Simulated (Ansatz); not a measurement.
A nudged elastic band was laid between two geometries of FH + H6OW (10 atoms, charge 0, multiplicity 1).

Method: Ansatz, RHF/def2-SVP.

| Item | Value |
| --- | --- |
| movable images | 5 |
| climbing image | yes |
| spring | 5.0 eV/Å² |
| optimiser | quadratic models (default) |
| start path | through a guess of the saddle point |
| force threshold | 0.05 eV/Å |
| iteration limit | 60 |
| end points | relaxed |

Image 0:

```xyz
10
Properties=species:S:1:pos:R:3
W -0.117 -0.080 -0.258
H -0.601 1.041 0.912
H 0.586 0.378 -1.714
H 0.890 1.273 -0.164
H -1.777 -0.014 0.006
O 0.612 -1.641 0.378
H 1.134 -1.836 1.146
H -1.054 -0.377 -1.614
F 1.580 0.077 2.577
H 1.288 0.931 2.511
```

Image 6:

```xyz
10
Properties=species:S:1:pos:R:3
W 0.443 0.122 -0.250
H 1.400 0.186 2.501
H 2.071 0.129 -0.709
H -1.861 0.244 0.037
H -1.652 0.325 0.760
O 0.342 -1.642 0.244
H 0.293 -2.499 0.628
H -0.121 0.000 -1.830
F 0.322 1.963 -0.014
H 1.301 0.923 2.413
```

(1) What changes between the two ends?

(2) Give the energies along the band, and the barrier.

(3) What is the geometry of the highest image?

Results:

(1) Bonds broken: W1–H2, W1–H4, W1–H5, F9–H10. Bonds formed: W1–F9, H2–H10, H4–H5. FH + H6OW becomes FH5OW + H2.

(2) The forces met the threshold. The highest image is number 2 of 0 to 6, 121.3 kJ/mol above the first end and 214.6 kJ/mol above the last; the last end lies 93.3 kJ/mol below the first. Neighbouring images differ by up to 1.4 eV, so the band resolves the path poorly. A vibrational analysis at the climbing image gives one clearly imaginary mode, 1548i cm⁻¹: a first-order saddle point. The orbitals stay closed-shell, which can raise the energy where a bond breaks towards radicals; this wasn't checked here.

```
image  path coordinate (Å)  energy (kJ/mol)  W1–H2 (Å)  W1–H4 (Å)  W1–H5 (Å)
    0                 0.00              0.0       1.69       1.69       1.68
    1                 1.91             31.5       1.70       1.67       1.67
    2                 3.83            121.3       1.87       1.69       1.66
    3                 6.20            -11.2       3.24       1.66       1.65
    4                 8.58            -18.2       4.22       1.66       1.65
    5                10.95            -87.0       4.33       2.23       2.21
    6                13.33            -93.3       2.91       2.33       2.33
```

(3) 
```xyz
10
Properties=species:S:1:pos:R:3:forces:R:3
W 0.352 -0.097 0.372 0.01 0.00 0.02
H -0.233 1.061 1.724 0.01 -0.01 0.00
H 1.249 0.320 -0.975 0.00 0.00 0.00
H -0.208 1.293 -0.399 -0.01 0.00 -0.01
H -1.307 -0.079 0.290 0.00 0.00 0.00
O 0.402 -1.967 0.502 -0.02 0.01 -0.02
H 0.072 -2.769 0.129 0.01 -0.01 0.02
H -0.407 -0.346 -1.061 0.00 0.00 0.00
F 1.844 1.070 1.418 0.01 0.00 0.00
H 0.775 1.265 1.780 -0.01 0.00 -0.01
```

The run took 7.5 min on 1 thread of Arm Neoverse V1, with other jobs on the host, peak memory 0.2 GiB.
